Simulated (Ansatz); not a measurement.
`CCB(S)S` + `OBO` → `CCOBO` + `SBS`  (substitution at a C–B bond)

Calculated with Ansatz (gas phase, PBE0-D4/def2-TZVP geometries, no zero-point term in ΔE). CCSD(T)/CBS is the MP2 limit (def2-TZVPP, def2-QZVPP) plus CCSD(T) − MP2 in def2-TZVPP, frozen cores. This one scheme is used for every species. DFT in def2-TZVPP. B3LYP here is the variant with VWN-RPA as its local correlation; programs differ in this. Each species was taken in one conformer, which may not be the lowest.

```json
{"level": "PBE-D4", "ΔE (kcal/mol)": "17.4"}
{"level": "B3LYP-D4", "ΔE (kcal/mol)": "16.4"}
{"level": "ωB97X-V", "ΔE (kcal/mol)": "16.4"}
{"level": "r2SCAN", "ΔE (kcal/mol)": "17.1"}
```

What does CCSD(T)/CBS give? (An estimate is asked.)

The calculation gave: +18.3 kcal/mol. The listed levels differ from it by -0.9, -1.9, -1.9, -1.2 kcal/mol.

Largest T1 diagnostic among the species: 0.014.

The D4 term adds +1.9 kcal/mol with B3LYP and +1.0 kcal/mol with PBE0; it sums over pairs of atoms, weighted by their polarisabilities, and B3LYP, whose exchange is more repulsive, gets the larger term. In def2-TZVPP, CCSD(T) changes the Hartree–Fock value by +4.1 kcal/mol (the triples alone add +0.4 kcal/mol) and MP2 by +6.3 kcal/mol. From PBE to PBE0 (25 % exact exchange), in def2-TZVPP and without D4, ΔE moves by +0.8 kcal/mol.
